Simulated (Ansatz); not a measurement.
Ansatz (an electronic-structure program) input (CCSD(T)/cc-pV(D+d)Z):
A basis named .json is the Basis Set Exchange file of that set.

Ansatz 0.2 input:
```yaml
crystal:
  periodic: [false, false, false]
  atoms:
    - {symbol: Si, position_ang: [-0.18321747, -0.95851985, -0.08990364]}
    - {symbol: N, position_ang: [-0.90688414, 0.44466253, 0.49883711]}
    - {symbol: Si, position_ang: [-2.75641061, 0.69596190, 0.34564014]}
    - {symbol: O, position_ang: [1.49913812, -0.79860366, -0.13066697]}
    - {symbol: Si, position_ang: [2.46789600, 0.48946936, -0.32637923]}
    - {symbol: H, position_ang: [-0.35282133, -2.21225744, 0.70192327]}
    - {symbol: H, position_ang: [-0.62572976, -1.22468357, -1.47751430]}
    - {symbol: H, position_ang: [-0.54849785, 0.82516975, 1.36182775]}
    - {symbol: H, position_ang: [-2.80567214, 0.81545318, -1.18747193]}
    - {symbol: H, position_ang: [-3.17216502, -0.79752727, 0.31160028]}
    - {symbol: H, position_ang: [2.41562297, 1.43072856, 0.82298499]}
    - {symbol: H, position_ang: [2.17647268, 1.25950214, -1.56333248]}
    - {symbol: H, position_ang: [3.87212379, 0.00304679, -0.42754322]}
basis:
  gaussian:
    orbitals: cc-pV_D+d_Z.json
total_charge: -1
magnetization: {spin_polarized: false}
correlation: {method: ccsd_t, electrons: outside_noble_gas}
```

End of the output:

```
integrals: 0.33 GiB planned
1377 factors; integrals over basis functions are off by at most 9.5e-4 eV
0.78 GiB of device memory are held for the factors and their scratch space
mean field: 0.88 GiB planned
mean field evaluation 1: about -27232.8388 eV, gradient 2.9e1 eV
mean field evaluation 2: about -27232.8438 eV, gradient 2.9e1 eV
mean field evaluation 4: about -27235.5341 eV, gradient 4.3e0 eV
mean field evaluation 8: about -27235.5901 eV, gradient 3.0e-4 eV
mean field evaluation 16: about -27235.5837 eV, gradient 1.8e-1 eV
mean field -27235.59012163 eV, -1000.8894760237 hartree, gradient 2.0e-6 eV, S^2 0.000000; 0 other end points of the search recorded, 0 dependent functions left out
17 core orbitals not correlated
reference -27235.59012163 eV, -1000.8894760237 hartree; 16, 16 occupied and 104, 104 virtual orbitals, 1377 factors
second order -18.08358279 eV of doubles, -0.00000000 eV of singles
coupled cluster: 1.31 GiB planned
cycle   1  -19.17722458 eV  change    -1.1e0 eV  update   1.2e-1
cycle   2  -19.83094254 eV  change   -6.5e-1 eV  update   3.5e-2
cycle   3  -19.96490469 eV  change   -1.3e-1 eV  update   1.7e-2
cycle   4  -19.95486317 eV  change    1.0e-2 eV  update   4.3e-3
cycle   5  -19.95410728 eV  change    7.6e-4 eV  update   1.8e-3
cycle   6  -19.95433899 eV  change   -2.3e-4 eV  update   6.2e-4
cycle   7  -19.95407256 eV  change    2.7e-4 eV  update   2.6e-4
cycle   8  -19.95404036 eV  change    3.2e-5 eV  update   8.8e-5
cycle   9  -19.95407763 eV  change   -3.7e-5 eV  update   3.5e-5
cycle  10  -19.95407717 eV  change    4.6e-7 eV  update   1.3e-5
perturbative correction -0.51982711 eV, -0.0191032940 hartree
Total energy: -27256.06402591 eV, -1001.6418781283 hartree
```

It need not be the lowest isomer of its formula. Whether it binds its extra electron was not tested at this geometry.
